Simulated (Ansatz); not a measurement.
Ansatz (a quantum-chemistry and plane-wave program) input:
A basis named .json is the Basis Set Exchange file of that set.

Ansatz 0.2 input:
```yaml
crystal:
  periodic: [false, false, false]
  atoms:
    - {symbol: Si, position_ang: [-0.06608596, 0.07894982, 0.32590040]}
    - {symbol: N, position_ang: [-0.73434839, 1.39584099, -0.55543239]}
    - {symbol: N, position_ang: [-0.79065383, -1.30515989, -0.37992736]}
    - {symbol: N, position_ang: [1.61482957, -0.28442765, 0.32798041]}
    - {symbol: H, position_ang: [-0.35154515, 0.42408251, 1.74144485]}
    - {symbol: H, position_ang: [-0.74266891, 2.32269167, -0.16107071]}
    - {symbol: H, position_ang: [-0.70943396, 1.42184061, -1.56291487]}
    - {symbol: H, position_ang: [-0.46479947, -2.22830106, -0.14489944]}
    - {symbol: H, position_ang: [-1.76487847, -1.29840898, -0.63379660]}
    - {symbol: H, position_ang: [2.23924303, 0.18985488, 0.96028289]}
    - {symbol: H, position_ang: [2.09049489, -0.58083128, -0.50999635]}
basis:
  gaussian:
    orbitals: aug-cc-pV_D+d_Z.json
magnetization: {spin_polarized: false}
correlation: {method: ccsd_t, electrons: outside_noble_gas}
output: {forces: true}
```

**Question.** Which total energy does the run end on?

**Answer.** -457.21050 Eh (CCSD(T)/aug-cc-pV(D+d)Z). The basis has 164 functions.
